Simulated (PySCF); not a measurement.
SMILES C[Si](C)([SiH2]Br)C, GFN2-xTB optimised geometry.

```
17

C      1.61    -0.67     0.00
Si    -0.30    -0.67     0.00
C     -0.93     1.13     0.00
C     -0.94    -1.56    -1.56
Si    -1.04    -1.77     1.91
Br    -3.26    -2.06     1.77
H      2.01    -1.68     0.00
H      2.00    -0.16    -0.88
H      2.01    -0.16     0.87
H     -0.60     1.66    -0.89
H     -2.01     1.17     0.02
H     -0.56     1.68     0.86
H     -0.57    -2.58    -1.62
H     -2.02    -1.61    -1.57
H     -0.63    -1.05    -2.47
H     -0.59    -3.14     2.14
H     -0.92    -1.07     3.19
```

Density from PBE/def2-SVP in PySCF at that geometry.

Minimum of the electron density along straight lines between bonded atoms, close to the bond critical point (lines longer than 1.1 times the sum of covalent radii, or with two minima, are not listed):

```csv
bond,length / Å,ρ at the minimum / e bohr⁻³,∇²ρ there / e bohr⁻⁵,position (fraction from the first atom)
C1–Si2,1.906,0.108,0.30,0.62
Si2–C3,1.909,0.108,0.29,0.38
Si2–C4,1.909,0.108,0.29,0.38
Si2–Si5,2.329,0.092,-0.03,0.35
Si5–Br6,2.243,0.081,0.12,0.35
C1–H7,1.087,0.270,-0.95,0.63
C1–H8,1.086,0.269,-0.95,0.63
C1–H9,1.086,0.270,-0.95,0.63
C3–H10,1.087,0.269,-0.95,0.63
C3–H11,1.087,0.270,-0.96,0.63
C3–H12,1.087,0.269,-0.95,0.63
C4–H13,1.087,0.269,-0.95,0.63
C4–H14,1.087,0.270,-0.96,0.63
C4–H15,1.087,0.269,-0.95,0.63
Si5–H16,1.463,0.117,0.31,0.49
Si5–H17,1.463,0.117,0.31,0.49
```
